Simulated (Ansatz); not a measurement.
C7H10 (`CCC1C=CC=C1`) at its PBE0-D4/def2-TZVP geometry, where that method's forces vanish. The species carries charge 0 and has multiplicity 1.

```tsv
atom	x (Å)	y (Å)	z (Å)
C1	0.3174	1.5769	-1.7079
C2	0.0382	1.2973	-0.2419
C3	0.4770	-0.0995	0.2089
C4	0.2706	-0.3549	1.6689
C5	-0.4659	-1.4630	1.8344
C6	-0.7980	-2.0130	0.5230
C7	-0.2636	-1.2342	-0.4294
H8	0.0206	2.5934	-1.9760
H9	1.3822	1.4713	-1.9347
H10	-0.2305	0.8923	-2.3591
H11	-1.0303	1.4084	-0.0323
H12	0.5557	2.0376	0.3769
H13	1.5501	-0.2065	-0.0218
H14	0.6652	0.2840	2.4480
H15	-0.7731	-1.8929	2.7792
H16	-1.3831	-2.9095	0.3613
H17	-0.3326	-1.3876	-1.4975
```

Task: For each bond, give half the difference of the two atoms' forces along it (eV/Å; positive pushes the atoms apart) under PBE-D4, r2SCAN-D4, B3LYP-D4, ωB97M-V in def2-TZVPP. (Best estimate.)

Result: The calculation gave: 
```csv
bond,length (Å),PBE-D4,r2SCAN-D4,B3LYP-D4,ωB97M-V
C1–C2,1.518,0.00,0.10,0.19,0.19
C1–H8,1.092,0.10,-0.04,-0.08,-0.08
C1–H9,1.094,0.11,-0.03,-0.06,-0.07
C1–H10,1.092,0.11,-0.04,-0.07,-0.07
C2–C3,1.532,0.03,0.11,0.08,0.01
C2–H11,1.094,0.11,-0.04,-0.10,-0.10
C2–H12,1.095,0.10,-0.05,-0.10,-0.10
C3–C4,1.496,-0.04,0.04,0.16,0.18
C3–H13,1.103,0.12,-0.04,-0.15,-0.18
C4–C5,1.341,0.46,0.25,0.09,-0.13
C4–H14,1.082,-0.06,-0.14,-0.17,-0.07
C5–H15,1.083,-0.03,-0.10,-0.15,-0.12
C6–C7,1.341,0.46,0.26,0.09,-0.12
C6–H16,1.083,-0.02,-0.10,-0.15,-0.13
```

B3LYP here is the variant with VWN-RPA as its local correlation; programs differ in this.

Computed with Ansatz.
